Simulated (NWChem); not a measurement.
System: C$_{2}$H$_{2}$BFO$_{2}$; SMILES O=C1B(CO1)F

```xyz
8

O      1.2614    -1.6143     0.0000
C      0.4151    -0.7626     0.0000
O     -0.9735    -0.9950     0.0000
C     -1.4194     0.4165     0.0000
B      0.1089     0.8314     0.0000
F      0.8028     1.9456     0.0000
H     -2.0238     0.6419     0.9039
H     -2.0238     0.6419    -0.9039
```
Atoms are numbered in this order, from 1.

Coordinates come from a PBE-D3(BJ)/def2-SVP optimisation.

Symmetry labels are those of Cs in the frame above (b1 and b2, or b-type labels, depend on it).

Question: List the 6 lowest vertical singlet excitations from PBE0/6-31+G* (spherical d), TDA (NWChem).

Answer: 
| state | energy (eV) | oscillator strength | symmetry | leading excitation (squared amplitude) |
|---|---|---|---|---|
| S1 | 3.71 | 0.003 | a" | HOMO → LUMO (0.98) |
| S2 | 5.45 | 0.015 | a' | HOMO−1 → LUMO (0.94) |
| S3 | 5.73 | 0.008 | a" | HOMO−2 → LUMO (0.98) |
| S4 | 6.65 | 0.001 | a" | HOMO−3 → LUMO (0.92) |
| S5 | 7.06 | 0.002 | a' | HOMO → LUMO+1 (0.96) |
| S6 | 7.60 | 0.001 | a" | HOMO → LUMO+5 (0.79) |
